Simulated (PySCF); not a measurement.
HgI2, SMILES [I][Hg][I] (connectivity only; charge and spin as stated), charge -1, multiplicity 2.

Coordinates come from a PBE-D3(BJ)/def2-SVPD optimisation. The multiplicity is an assumed one; other spin states were not compared. The isomer is the one that the SMILES or the coordinates give; other isomers of the formula were not compared. The def2 effective core potentials stand for the cores of Hg, I; spin–orbit coupling is left out.

All values below come from PBE-D3(BJ)/def2-SVPD (PySCF 2.14.0).

Frequencies are harmonic and unscaled.

Modes within 1.5 cm⁻¹ of each other (mostly degenerate sets) share a row, with their intensities summed.

Question: List the normal modes with their intensities. (The exact figures need the calculation; the answer reports its results.)

Answer: 
```json
[
 {"mode": "1–2", "ν (cm⁻¹)": "11", "IR (km/mol)": "3.2", "moving atoms (share of kinetic energy)": "Hg 56 %, I 44 %"},
 {"mode": "3", "ν (cm⁻¹)": "75", "IR (km/mol)": "0.0", "moving atoms (share of kinetic energy)": "I 100 %"},
 {"mode": "4", "ν (cm⁻¹)": "104", "IR (km/mol)": "30.1", "moving atoms (share of kinetic energy)": "Hg 56 %, I 44 %"}
]
```
